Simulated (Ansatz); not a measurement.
Start from `OC(=S)[TeH]` and change one atom or group to get `O[C](=S)[InH][F]`.

Ansatz, PBE0-D4/def2-TZVP geometries, multiplicity 1. Each molecule was computed in one conformer, which needn't be the lowest.

Elements past krypton have def2 core potentials.

```tsv
property	`OC(=S)[TeH]`
LUMO energy (PBE0/def2-TZVPP) / eV	-1.79
ideal-gas entropy at 298 K and 1 bar (rigid rotor, harmonic PBE0-D4/def2-TZVP) / J/(mol·K)	335
size of the dipole moment (B3LYP/def2-TZVPP) / D	3.20
LUMO energy (B3LYP/def2-TZVPP) / eV	-2.02
HOMO energy (B3LYP/def2-TZVPP) / eV	-6.44
HOMO–LUMO gap (PBE0/def2-TZVPP) / eV	4.89
```

(1) What does the change do to each property? (Best estimate.)

## Answers

(1) The calculation gave: 
| property | `O[C](=S)[InH][F]` | shift |
| --- | --- | --- |
| LUMO energy (PBE0/def2-TZVPP) / eV | -2.68 | -0.89 |
| ideal-gas entropy at 298 K and 1 bar (rigid rotor, harmonic PBE0-D4/def2-TZVP) / J/(mol·K) | 353 | 18 |
| size of the dipole moment (B3LYP/def2-TZVPP) / D | 3.43 | 0.23 |
| LUMO energy (B3LYP/def2-TZVPP) / eV | -2.93 | -0.91 |
| HOMO energy (B3LYP/def2-TZVPP) / eV | -6.32 | 0.12 |
| HOMO–LUMO gap (PBE0/def2-TZVPP) / eV | 3.83 | -1.06 |

With PBE0 the HOMO rises by 0.18 eV and the LUMO falls by 0.89 eV, so the gap narrows by about 1.07 eV. PBE moves the HOMO by 0.14 eV and ωB97M-V by 0.18 eV. The zero-point energy changes by 4.8 kJ/mol with +3 modes. Dipoles are sizes alone; their direction can turn. Modes under 60 cm⁻¹, often nearly free rotors, make the harmonic entropy too high.

B3LYP here is the variant with VWN-RPA as its local correlation; programs differ in this.

Spin–orbit coupling is left out; it splits and shifts lone-pair levels of the heavy atoms by tenths of an eV.
